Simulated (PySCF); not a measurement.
## Single point on Sr₂

State: ¹Σg⁺ (singlet), closed shell.

An equivalent input (the run itself took its basis sets from the Basis Set Exchange, started from a PBE0 density and held the occupation σ 6α 6β, πx 2α 2β, πy 2α 2β):

```python
from pyscf import gto, dft
mol = gto.M(atom='Sr 0 0 0; Sr 0 0 4.7', basis={'Sr': 'def2-SVPD'}, ecp={'Sr': 'def2-SVPD'},
            charge=0, spin=0, verbose=4, symmetry='C2v')
mf = dft.UKS(mol, xc='TPSS')
mf.grids.atom_grid = (80, 434)
mf.grids.prune = dft.gen_grid.treutler_prune
mf.irrep_nelec = {'A1': (6, 6), 'B1': (2, 2), 'B2': (2, 2)}
mf.conv_tol = 1e-9
mf.max_cycle = 60
mf.diis_space = 10
mf.kernel()
```

The log (some set-up lines and the per-cycle HOMO/LUMO lines removed):

```
******** <class 'pyscf.dft.uks_symm.SymAdaptedUKS'> ********
method = SymAdaptedUKS
damping factor = 0
level_shift factor = 0
DIIS = <class 'pyscf.scf.diis.CDIIS'>
diis_start_cycle = 1
diis_space = 10
diis_damp = 0
SCF conv_tol = 1e-09
SCF conv_tol_grad = None
SCF max_cycles = 60
number electrons alpha = 10  beta = 10
Set gradient conv threshold to 3.16228e-05
init E= -61.3414199195782
cycle= 1 E= -61.3417153276448  delta_E= -0.000295  |g|= 0.00198  |ddm|= 0.116
cycle= 2 E= -61.3417133411357  delta_E= 1.99e-06  |g|= 0.00294  |ddm|= 0.0384
cycle= 3 E= -61.3417246110388  delta_E= -1.13e-05  |g|= 0.000196  |ddm|= 0.00904
cycle= 4 E= -61.3417246693598  delta_E= -5.83e-08  |g|= 7.66e-05  |ddm|= 0.00301
cycle= 5 E= -61.3417246806574  delta_E= -1.13e-08  |g|= 2.95e-06  |ddm|= 0.00065
cycle= 6 E= -61.34172468068  delta_E= -2.26e-11  |g|= 1.28e-06  |ddm|= 3.08e-05
Extra cycle  E= -61.341724680677  delta_E= 3.04e-12  |g|= 2.15e-06  |ddm|= 2.24e-05
converged SCF energy = -61.341724680677  <S^2> = -1.4210855e-14  2S+1 = 1
```

Repeating this along the bond gives Re = 4.580 Å and ωe = 50.4 cm⁻¹.

A point of this curve took 0.62 CPU seconds beside 0.14 for the integrals (shared host).

Closed-shell solutions of metal pairs were not tested for spin polarisation, which can lower them a little.
